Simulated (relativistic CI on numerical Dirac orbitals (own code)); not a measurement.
# Sensitivity of the levels of Cr15+ to α and to the nuclear radius

Method of calculation: Dirac-Coulomb-Breit CI, KLI orbitals optimised for each configuration, derivatives by finite differences, unscaled Slater integrals, QED left out (own radial code, finite nucleus).

Configurations in the expansion (outside the closed core 1s2): 2s²2p⁵, 2s2p⁶, 2p⁶3s, 2s²2p⁴3s, 2p⁶3p, 2s²2p⁴3p, 2p⁶3d, 2s²2p⁴3d. Levels of other configurations are missing.

With x = (α/α₀)² − 1 an excitation energy changes as ω = ω₀ + qx; K = 2q/ω₀ is the relative enhancement. Terms are leading LS components, so labels can repeat. The field-shift factor is F = δν/δ⟨r²⟩ for the transition from the lowest level.

Lowest level 2s²2p⁵ ²P°3/2.

| Level | ω₀ (cm⁻¹) | q (cm⁻¹) | F (GHz/fm²) |
| --- | --- | --- | --- |
| 2s²2p⁵ ²P°1/2 | 70629 | 71740 | -0.083 |
| 2s2p⁶ ²S1/2 | 952059 | 92130 | -59.5 |
| 2s²2p⁴3s ⁴P5/2 | 5042217 | -22180 | 20.3 |
| 2s²2p⁴3s ²P3/2 | 5066033 | -18170 | 20.2 |
| 2s²2p⁴3s ⁴P1/2 | 5100415 | 25240 | 20.1 |
| 2s²2p⁴3s ⁴P3/2 | 5110767 | 37230 | 20.1 |
| 2s²2p⁴3s ²P1/2 | 5134741 | 33510 | 20 |
| 2s²2p⁴3s ²D5/2 | 5188336 | 32580 | 20.2 |
| 2s²2p⁴3s ²D3/2 | 5190903 | 35760 | 20.2 |
| 2s²2p⁴3p ⁴P°3/2 | 5263154 | -13870 | 6.31 |
| 2s²2p⁴3p ⁴P°5/2 | 5263413 | -7302 | 6.3 |
| 2s²2p⁴3p ⁴D°7/2 | 5285978 | -1567 | 6.3 |
| 2s²2p⁴3p ⁴P°1/2 | 5287066 | 3938 | 6.27 |
| 2s²2p⁴3p ²D°5/2 | 5290416 | -8004 | 6.32 |
| 2s²2p⁴3s ²S1/2 | 5311652 | 76110 | 18.4 |
| 2s²2p⁴3p ⁴D°3/2 | 5325720 | 33580 | 6.26 |
| 2s²2p⁴3p ⁴D°1/2 | 5325795 | 35560 | 6.2 |
| 2s²2p⁴3p ⁴D°1/2 | 5329459 | 28110 | 6.17 |
| 2s²2p⁴3p ²P°3/2 | 5342442 | 29700 | 6.18 |
| 2s²2p⁴3p ⁴D°5/2 | 5346267 | 61620 | 6.23 |
| 2s²2p⁴3p ⁴S°3/2 | 5356359 | 47450 | 6.21 |
| 2s²2p⁴3p ²S°1/2 | 5366385 | 56500 | 6.19 |
| 2s²2p⁴3p ²D°3/2 | 5369225 | 58480 | 6.22 |

At this charge energies of transitions that change n are usually good to better than 1 %, and those within a shell (Δn = 0) to a few per cent.

Task: Which transition from the lowest level has the largest |K|?

Result: 2s²2p⁵ ²P°1/2 at 70629 cm⁻¹, K = 2.03.
